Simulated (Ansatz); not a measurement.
Mulliken charges of CH$_{4}$AlNO, SMILES `N[C](=O)[AlH2]` from ωB97M-V/def2-TZVPP in Ansatz (PBE0-D4/def2-TZVP geometry).

```json
{"atom": "N1", "x (Å)": "0.485", "y (Å)": "0.784", "z (Å)": "1.120", "charge (e)": "-0.203"}
{"atom": "C2", "x (Å)": "-0.361", "y (Å)": "0.556", "z (Å)": "0.082", "charge (e)": "0.085"}
{"atom": "O3", "x (Å)": "-1.265", "y (Å)": "1.333", "z (Å)": "-0.188", "charge (e)": "-0.364"}
{"atom": "Al4", "x (Å)": "-0.167", "y (Å)": "-1.083", "z (Å)": "-1.070", "charge (e)": "0.421"}
{"atom": "H5", "x (Å)": "1.228", "y (Å)": "0.146", "z (Å)": "1.341", "charge (e)": "0.142"}
{"atom": "H6", "x (Å)": "0.369", "y (Å)": "1.613", "z (Å)": "1.685", "charge (e)": "0.134"}
{"atom": "H7", "x (Å)": "-1.195", "y (Å)": "-1.278", "z (Å)": "-2.251", "charge (e)": "-0.097"}
{"atom": "H8", "x (Å)": "0.998", "y (Å)": "-2.129", "z (Å)": "-0.776", "charge (e)": "-0.120"}
```

**Question.** By hand: the dipole of these point charges (1 e Å = 4.8032 D).

**Answer.** Σ q r = (0.481, -0.437, 0.125) e Å, of length 0.662 e Å = 3.18 D.

**Question.** How does the dipole of the full density compare? (An estimate is asked.)

**Answer.** Computed: (0.568, -0.291, 0.332) e Å, 3.46 D; the point charges give 0.92 times that, at 22° from its direction.

Point charges leave out the atoms' own dipoles, such as those of lone pairs, and Mulliken's split depends on the basis, so the two needn't agree.
